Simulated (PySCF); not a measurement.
# What a mistake does to a calculation on B3CH5

All numbers below are calculated, not measured. The program is PySCF 2.14.0, an open-source quantum chemistry code, run on an isolated molecule that a program drew, which may never have been made. The molecule is B3CH5 (charge 0, singlet), drawn as the SMILES string `BBB=C`.

Each row is a Hartree-Fock (HF) and frozen-core CCSD(T) single point in the cc-pVDZ basis, meant for a local HF minimum. Run 1 is clean. Each other run has one planted mistake out of seven kinds, and not every kind appears here: one electron removed, one electron added, multiplicity raised by two, geometry at a saddle point, minimal basis STO-3G, one bond length entered in bohr, all coordinates scaled. The reference is restricted for singlets and unrestricted otherwise, and also for a bond in bohr. Adding or removing an electron swaps singlet and doublet. Electrons count all cores. HOMO and LUMO are orbital energies over both spins, the gradient is its largest component, and the lowest frequency (negative if imaginary) is given only where the gradient is small. Bond lengths are over the 8 bonds as drawn. T1 is the CCSD diagnostic: over 0.02 (restricted) or 0.045 (unrestricted) a single reference is doubtful.

Geometry of the clean run:
```xyz
9
B3CH5, angstrom
B    -1.9878    0.2282   -1.4246
B    -0.4684    0.0987   -0.7187
B     0.4295    1.3374   -0.0964
C     1.1879    2.3818    0.4267
H    -2.1154    0.4060   -2.6069
H    -2.9921    0.1185   -0.7727
H     0.0215   -1.0019   -0.6563
H     0.8393    3.4098    0.4197
H     2.1663    2.2221    0.8685
```

```
run  electrons  basis functions  <S^2>  HOMO (eV)  LUMO (eV)  gradient (hartree/bohr)  lowest frequency (cm^-1)  mean bond (Å)  longest bond (Å)      T1  HF (hartree)  CCSD(T) (hartree)                     mistake
  1         26               81  0.000      -8.92       1.43                  3.4e-05                       127         1.3133             1.680  0.0174    -114.73403         -115.16775                    no fault
  2         26               81  2.015      -6.48       0.13                  1.2e-01                         -         1.3133             1.680  0.0171    -114.66411         -115.06654  multiplicity raised by two
  3         25               81  0.755     -16.86      -6.59                  5.1e-02                         -         1.3133             1.680  0.0161    -114.45672         -114.83833        one electron removed
  4         26               81  0.000      -8.92       0.12                  6.0e-05                      -376         1.3229             1.760  0.0189    -114.71788         -115.15107  geometry at a saddle point
  5         26               81  0.000      -9.08       1.54                  2.2e-02                         -         1.2792             1.637  0.0171    -114.72852         -115.15884                           ?
  6         27               81  0.793      -0.48       6.95                  3.4e-02                         -         1.3133             1.680  0.0185    -114.71531         -115.16463                           ?
```

**Which mistake was planted in run 5, and what did it cost?**

The mean and the longest bond both change by the same factor, 0.974, and the gradient is no longer small. So the mistake is: all coordinates scaled. Subtracting run 1 and multiplying by 627.51 kcal/mol a hartree, the energy moved by 3.5 kcal/mol in HF and 5.6 kcal/mol in CCSD(T).

**Which mistake was planted in run 6, and what did it cost?**

It counts 27 electrons, one more than the clean run, at the same geometry and basis. So the mistake is: one electron added. Subtracting run 1 and multiplying by 627.51 kcal/mol a hartree, the energy moved by 11.7 kcal/mol in HF and 2.0 kcal/mol in CCSD(T).

Cautions from the logs. Run 6: the added electron raises the CCSD(T) energy, so it isn't bound in this basis.
